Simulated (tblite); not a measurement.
C₈H₁₂NP.
Bonds: C1–C2, C2–C3, C2–C4, C2–C5, C5–C6 (aromatic), C6–C7 (aromatic), C7–P8 (aromatic), P8–C9 (aromatic), C9–N10 (aromatic), C5–N10 (aromatic). Hydrogens: H11, H12, H13 on C1; H14, H15, H16 on C3; H17, H18, H19 on C4; H20 on C6; H21 on C7; H22 on C9.

Computed with GFN2-xTB (tblite), gas phase: L-BFGS steps from a force-field or distance-geometry start until the largest atomic force falls under 0.01 eV/Å.

The end geometry, which sets the zero of energy:
```
atom  x, y, z in Å
C1     -1.6931   -0.4591   -0.9302
C2     -0.8620    0.1536    0.2048
C3     -1.2523    1.6225    0.3742
C4     -1.1340   -0.5933    1.5174
C5      0.6124    0.0378   -0.1381
C6      1.1957   -1.2157   -0.3401
C7      2.5251   -1.3856   -0.6523
P8      3.6670   -0.0873   -0.8415
C9      2.5634    1.2246   -0.5174
N10     1.2884    1.1721   -0.2298
H11    -1.4850   -1.5196   -1.0495
H12    -1.4722    0.0415   -1.8706
H13    -2.7535   -0.3422   -0.7184
H14    -1.0628    2.1731   -0.5426
H15    -0.6699    2.0798    1.1686
H16    -2.3086    1.7004    0.6211
H17    -2.1780   -0.4785    1.8000
H18    -0.5141   -0.1892    2.3150
H19    -0.9217   -1.6556    1.4232
H20     0.5776   -2.0982   -0.2476
H21     2.8979   -2.3941   -0.7927
H22     2.9695    2.2322   -0.5544
```

**Question.** These geometries come from the run, each turned onto the end geometry. Order them by energy, lowest first.
A.
```
atom  x, y, z in Å
C1     -1.6933   -0.4558   -0.9270
C2     -0.8551    0.1564    0.2023
C3     -1.2652    1.6186    0.3765
C4     -1.1351   -0.5887    1.5132
C5      0.6207    0.0402   -0.1397
C6      1.2022   -1.2150   -0.3406
C7      2.5308   -1.3886   -0.6538
P8      3.6750   -0.0925   -0.8434
C9      2.5759    1.2220   -0.5208
N10     1.3002    1.1728   -0.2326
H11    -1.4899   -1.5182   -1.0407
H12    -1.4722    0.0424   -1.8689
H13    -2.7509   -0.3271   -0.7020
H14    -1.0877    2.1764   -0.5381
H15    -0.6932    2.0818    1.1748
H16    -2.3243    1.6664    0.6235
H17    -2.1810   -0.4615    1.7859
H18    -0.5150   -0.1900    2.3131
H19    -0.9302   -1.6521    1.4187
H20     0.5823   -2.0956   -0.2478
H21     2.9020   -2.3974   -0.7942
H22     2.9935    2.2248   -0.5594
```
B.
```
atom  x, y, z in Å
C1     -1.7001   -0.4587   -0.9331
C2     -0.8587    0.1500    0.1912
C3     -1.2793    1.6148    0.3845
C4     -1.1493   -0.5835    1.5142
C5      0.6449    0.0301   -0.1401
C6      1.2092   -1.2389   -0.3496
C7      2.5500   -1.4544   -0.6674
P8      3.7691   -0.0991   -0.8619
C9      2.6518    1.2945   -0.5331
N10     1.3257    1.2060   -0.2344
H11    -1.5297   -1.5300   -1.0646
H12    -1.4990    0.0297   -1.8885
H13    -2.7836   -0.3329   -0.7162
H14    -1.1222    2.1998   -0.5365
H15    -0.7360    2.1142    1.1932
H16    -2.3571    1.6900    0.6405
H17    -2.1979   -0.4708    1.8169
H18    -0.5315   -0.2053    2.3394
H19    -0.9541   -1.6632    1.4552
H20     0.5882   -2.1190   -0.2454
H21     2.9087   -2.4653   -0.7980
H22     3.0410    2.3110   -0.5674
```
C.
```
atom  x, y, z in Å
C1     -1.6974   -0.4556   -0.9281
C2     -0.8477    0.1589    0.2029
C3     -1.2784    1.6207    0.3809
C4     -1.1403   -0.5900    1.5181
C5      0.6430    0.0430   -0.1467
C6      1.2229   -1.2134   -0.3462
C7      2.5484   -1.3991   -0.6598
P8      3.6841   -0.1007   -0.8448
C9      2.6110    1.2286   -0.5268
N10     1.3339    1.1689   -0.2391
H11    -1.5196   -1.5215   -1.0551
H12    -1.4948    0.0324   -1.8790
H13    -2.7580   -0.3293   -0.7122
H14    -1.1156    2.1883   -0.5286
H15    -0.7248    2.0975    1.1809
H16    -2.3371    1.6728    0.6291
H17    -2.1849   -0.4635    1.7984
H18    -0.5299   -0.1965    2.3268
H19    -0.9505   -1.6583    1.4398
H20     0.6030   -2.0876   -0.2500
H21     2.9065   -2.4108   -0.7961
H22     3.0161    2.2346   -0.5652
```
D.
```
atom  x, y, z in Å
C1     -1.7099   -0.4600   -0.9350
C2     -0.8516    0.1571    0.2009
C3     -1.2860    1.6252    0.3816
C4     -1.1465   -0.5920    1.5224
C5      0.6552    0.0491   -0.1461
C6      1.2246   -1.2240   -0.3498
C7      2.5621   -1.4121   -0.6662
P8      3.7028   -0.1013   -0.8478
C9      2.6251    1.2516   -0.5290
N10     1.3498    1.1752   -0.2414
H11    -1.5266   -1.5253   -1.0612
H12    -1.4979    0.0301   -1.8840
H13    -2.7673   -0.3326   -0.7165
H14    -1.1207    2.1922   -0.5282
H15    -0.7337    2.1054    1.1857
H16    -2.3426    1.6830    0.6347
H17    -2.1909   -0.4680    1.8093
H18    -0.5335   -0.2027    2.3309
H19    -0.9541   -1.6575    1.4498
H20     0.5905   -2.1106   -0.2466
H21     2.9078   -2.4511   -0.7977
H22     3.0330    2.2876   -0.5667
```
E.
```
atom  x, y, z in Å
C1     -1.6954   -0.4564   -0.9287
C2     -0.8554    0.1567    0.2027
C3     -1.2710    1.6193    0.3786
C4     -1.1359   -0.5897    1.5156
C5      0.6233    0.0454   -0.1395
C6      1.2097   -1.2088   -0.3423
C7      2.5404   -1.3858   -0.6557
P8      3.6907   -0.0971   -0.8471
C9      2.5851    1.2137   -0.5227
N10     1.3087    1.1757   -0.2345
H11    -1.5019   -1.5201   -1.0452
H12    -1.4817    0.0395   -1.8735
H13    -2.7509   -0.3249   -0.7026
H14    -1.1015    2.1820   -0.5344
H15    -0.7064    2.0888    1.1788
H16    -2.3295    1.6624    0.6245
H17    -2.1808   -0.4592    1.7864
H18    -0.5210   -0.1914    2.3199
H19    -0.9398   -1.6551    1.4264
H20     0.5908   -2.0934   -0.2490
H21     2.9071   -2.3980   -0.7957
H22     3.0050    2.2155   -0.5627
```

**Answer.** A (0.004 eV), E (0.008 eV), C (0.034 eV), D (0.103 eV), B (0.417 eV).

In the order of the answer:

```csv
step,E above end (eV),largest force (eV/Å),rms force component (eV/Å),rms distance from end (Å),rms bond change (Å),bond most changed (Å)
12,0.004,0.07,0.021,0.016,0.001,C1–H13 +0.001
9,0.008,0.10,0.032,0.023,0.001,C2–C5 +0.004
4,0.034,0.51,0.115,0.033,0.005,C2–C5 +0.017
2,0.103,0.87,0.186,0.045,0.013,C2–C5 +0.032
0,0.417,2.50,0.640,0.058,0.031,C7–P8 +0.094
```
